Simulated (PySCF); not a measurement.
## Ag²⁺: ionisation energy

Ag²⁺ [Kr] 4d9 [4d3/2^4 4d5/2^5, M_J = 5/2] → Ag³⁺ [Kr] 4d8 [4d3/2^4 4d5/2^4, M_J = 4], as a difference of total energies. Computed with PySCF 2.14 in x2c-TZVPPall-2c, with the two-component X2C-1e Hamiltonian. Correlated levels: [Ar] 3d10 frozen; the 6 highest virtual spinors dropped. "Screened" scales the spin-orbit matrix elements by Boettger's factors to mimic the two-electron term; Breit and QED terms are absent.

```csv
method,ionisation energy (eV)
GHF (spin-free),33.065
GMP2 (spin-free),34.833
GHF (screened spin-orbit),32.896
GMP2 (screened spin-orbit),34.658
```

The spin-free rows relax to the high-spin LS determinant and lack the spin-orbit shift.

Errors of the correlated levels include the incompleteness of this basis and the frozen core.

The labels give the starting determinants; with spin-orbit coupling the two ends relaxed to ⟨J²⟩ = 8.76, ⟨L²⟩ = 6.02, ⟨S²⟩ = 0.77 and ⟨J²⟩ = 20.01, ⟨L²⟩ = 12.08, ⟨S²⟩ = 2.00.

Q: Which method comes closest to the reference value, and which is furthest?

A: The reference is 34.8 ± 0.3 eV (semi-empirical (NIST evaluation); NIST Atomic Spectra Database, ionization energies). Closest: GMP2 (spin-free) (error 0.033 eV); furthest: GHF (screened spin-orbit) (error -1.904 eV).
